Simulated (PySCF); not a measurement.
C3H13BGaNO.
Numbering: `[BH2:1][N:2]([CH3:3])[GaH2-:4][O+:5]([CH3:6])[CH3:7]`

Cartesian coordinates in Å at the PBE0-D3(BJ)/def2-SVP level; atoms count from 1:
```
atom  x, y, z in Å
B1    -2.0449   -0.6447    0.0066
N2    -1.3989    0.3561   -0.7107
C3    -1.5806    0.5055   -2.1408
Ga4   -0.2080    1.5411    0.1954
O5     1.3947    0.1577    0.4307
C6     1.3717   -0.7283    1.5352
C7     1.8751   -0.4298   -0.7631
H8    -1.8626   -0.7312    1.2070
H9    -2.7755   -1.4409   -0.5554
H10   -2.2608   -0.2681   -2.5312
H11   -2.0062    1.4902   -2.4010
H12   -0.6255    0.4235   -2.6905
H13    0.5067    2.5411   -0.7899
H14   -0.4834    1.7850    1.7175
H15    0.9755   -0.1718    2.3926
H16    2.3950   -1.0739    1.7545
H17    0.7191   -1.5931    1.3312
H18    1.9117    0.3594   -1.5246
H19    2.8891   -0.8301   -0.6022
H20    1.2027   -1.2365   -1.0993
```

Computed, not measured: delta-SCF UKS SCAN, pcX-2 on the ionised atom, pcseg-1 elsewhere, spin-free X2C in PySCF 2.14.0. Each 1s hole has a ground state of its own, since the core basis sits on the ionised atom alone.

```csv
ionised atom,basis functions,E(ground) (Eh),E(ionised) (Eh)
B1,207,-2216.90912,-2209.76665
C3,207,-2216.91393,-2206.21730
C6,207,-2216.91467,-2206.15014
N2,207,-2216.92577,-2202.09757
O5,207,-2216.94031,-2197.10081
```

Q: What are the 1s binding energies?

A: E(ionised) − E(ground), at 27.2114 eV a hartree:

```tsv
atom	environment	difference (Eh)	binding energy (eV)
B1	three-coordinate boron	7.14247	194.36
C3	N-methyl carbon	10.69663	291.07
C6	O-methyl carbon	10.76453	292.92
N2	boron-bound nitrogen	14.82820	403.50
O5	oxygen bonded to 2 C and Ga	19.83950	539.86
```

Q: How much do the ground-state energies differ, and what would follow from using one of them for all holes?

A: They run from -2216.9403 Eh (core basis on O5) to -2216.9091 Eh (on B1), 0.0312 Eh or 0.85 eV apart, though the state is the same; only basis and grid differ. Pairing the ion of B1 with the ground state of O5 would put its binding energy 0.85 eV too high.

Only 1s holes are shown. Topologically equivalent atoms share the value of their first member; where this conformer doesn't relate them by symmetry, their own values could differ. The unrestricted hole states depart most from a pure doublet (⟨S²⟩ = 0.75; over 0.85 named) for B 1s of B1 (0.93), which makes this value less certain. Geometry: PBE0-D3(BJ)/def2-SVP, one conformer, isolated molecule.
